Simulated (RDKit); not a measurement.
RDKit input (MMFF94):

```python
from rdkit import Chem
from rdkit.Chem import AllChem, rdDetermineBonds

mol = Chem.MolFromXYZFile('mol.xyz')
rdDetermineBonds.DetermineBonds(mol, charge=1)
print('SMILES', Chem.MolToSmiles(Chem.RemoveHs(mol)))
ff = AllChem.MMFFGetMoleculeForceField(mol, AllChem.MMFFGetMoleculeProperties(mol))
e0 = ff.CalcEnergy()
flag = ff.Minimize(maxIts=5000, forceTol=1e-5)
print(f'energy {e0:.4f} -> {ff.CalcEnergy():.4f} kcal/mol, converged: {flag == 0}')
print(Chem.MolToXYZBlock(mol))
```
mol.xyz:
```
5

O     -1.70661100     0.00559700    -0.04848600
C     -0.62544800    -0.50963200     0.24798100
C      0.73169600     0.18445800    -0.07626000
O      1.85185900     0.12879400    -0.01743300
H     -1.79947900     0.87591000    -0.50297700
```

Output:

```
SMILES O=C=C=[OH+]
energy 163.5700 -> 11.2435 kcal/mol, converged: True
5

O     -1.782852   -0.129827    0.019512
C     -0.375517   -0.034124    0.007605
C      0.823623    0.048451   -0.003075
O      1.994967    0.143343   -0.020892
H     -2.208205    0.657283   -0.400324
```

The dipole moment of an ion depends on the origin.

The geometry given is a B3LYP-D3(BJ)/def2-TZVP minimum.
